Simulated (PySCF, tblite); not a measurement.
Isomers of C6H11FSSi. Method: GFN2-xTB as coded in tblite; computed harmonic values from a numerical Hessian at the method's own geometry, unscaled. This tight-binding method is rough: wavenumbers can miss measured ones by several per cent, in bad cases by 10 to 20. Modes of hydrogen on silicon can be 10 to 20 % off. One conformer each.

Electronic energies: PBE0/pcSseg-1 single points on the GFN2-xTB geometries (PySCF, gas phase).

```tsv
SMILES	electronic energy, lowest = 0 (kcal/mol)
CS[SiH2]C1=CCC[C@H]1F	0.1
CSC[SiH2]C1=CC[C@H]1F	42.9
C=C[C@@]1(F)CS[SiH2][C@@H]1C	0.0
CS/C(=C/C1CC1)[SiH2]F	2.1
C#CC[C@@](F)([SiH2]C)SC	55.0
C=C[C@@](C)([SiH3])C(=S)CF	44.9
```

Q: How do GFN2-xTB zero-point energies change the relative energies?

A: 
```csv
SMILES,ZPE (kcal/mol),of it from modes above 1550 cm⁻¹,electronic (kcal/mol),"with ZPE, lowest = 0 (kcal/mol)",lowest mode (cm⁻¹),rings
C=C[C@@]1(F)CS[SiH2][C@@H]1C,95.4,48.2,0.0,0.0,57,1
CS[SiH2]C1=CCC[C@H]1F,95.4,47.6,0.1,0.0,38,1
CS/C(=C/C1CC1)[SiH2]F,94.4,48.5,2.1,1.1,34,1
CSC[SiH2]C1=CC[C@H]1F,93.5,47.5,42.9,41.0,21,1
C=C[C@@](C)([SiH3])C(=S)CF,92.6,47.1,44.9,42.1,46,0
C#CC[C@@](F)([SiH2]C)SC,91.3,49.1,55.0,50.9,25,0
```

The zero-point energies span 4.1 kcal/mol, from `C#CC[C@@](F)([SiH2]C)SC` to `C=C[C@@]1(F)CS[SiH2][C@@H]1C`. The order is unchanged, ties at the printed digit aside.

Q: And how do the electronic energies of GFN2-xTB itself compare?

A: `C=C[C@@]1(F)CS[SiH2][C@@H]1C` 5.0; `CS[SiH2]C1=CCC[C@H]1F` 0.8; `CS/C(=C/C1CC1)[SiH2]F` 0.0; `CSC[SiH2]C1=CC[C@H]1F` 50.7; `C=C[C@@](C)([SiH3])C(=S)CF` 39.2; `C#CC[C@@](F)([SiH2]C)SC` 62.4 kcal/mol, lowest = 0. Against the energies above, taken from the same isomer `C=C[C@@]1(F)CS[SiH2][C@@H]1C`, the largest difference is 10.7 kcal/mol.

Q: What do entropy and thermal enthalpy add at 298.15 K and 1 bar (rigid rotor, harmonic oscillator, one conformer each)?

A: 
```tsv
SMILES	point group	symmetry number	S (cal/(mol K))	H − H(0) (kcal/mol)	ZPE + H − H(0) − TS (kcal/mol)
C=C[C@@]1(F)CS[SiH2][C@@H]1C	C1	1	102.2	7.49	72.5
CS[SiH2]C1=CCC[C@H]1F	C1	1	109.2	7.84	70.7
CS/C(=C/C1CC1)[SiH2]F	C1	1	110.6	8.11	69.5
C=C[C@@](C)([SiH3])C(=S)CF	C1	1	107.9	8.15	68.6
C#CC[C@@](F)([SiH2]C)SC	C1	1	116.3	9.04	65.7
```

Not tabulated: `CSC[SiH2]C1=CC[C@H]1F` (lowest mode only 21 cm⁻¹).
